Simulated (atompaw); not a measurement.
Ranking PAW (atompaw) potentials for iodine

All share these settings but for the change named:

atompaw 4.2.0.5 input, output lines left out:

```
I 53
GGA-PBE scalarrelativistic loggrid 1500 logderivrange -6 5 276
5 5 4 0 0 0
5 1 4.75
0 0 0
c
c
c
c
v
c
c
c
v
c
v
2
2.20 2.05 1.55 1.95
y
3.4
n
y
2.9
n
y
-0.05
n
custom rrkj vanderbiltortho sinc
bessel
2.20
2.20
2.20
2.20
2.20
2.20
```

Cutoff: the first of the cutoffs (Ry, on a coarse ladder) from which the occupation-weighted sum of valence levels, in a spherical-Bessel basis at the reference potential, stays within 10 and 1 mRy of its value at 400 Ry; the density cutoff is not measured.

The base gives 21 Ry.

Of 8 variants that were run, those that failed, showed a ghost or another fault, or gave nearly equal values are left out.

A variant can come out equal or close to the base.

(1) Rank these variants from softest to hardest (loose cutoff).
A. wave 5p (bound): rc 2.20 bohr becomes 5p (bound): rc 1.56 bohr
B. wave 4d channel at -0.05 Ry: rc 2.20 bohr becomes 4d channel at -2.4 Ry: rc 2.20 bohr
C. all radii scaled by about 1.11 (s 2.44, p 2.44, d 2.44 bohr); local potential bessel scheme, radius 1.72 bohr; augmentation sinc compensation charge, radius 2.28 bohr; PAW radius 2.44 bohr; waves and projectors: custom rrkj vanderbiltortho; core correction smooth core density matched at 2.16 bohr

## Answers

(1) C (18 Ry), B (21 Ry), A (25 Ry).
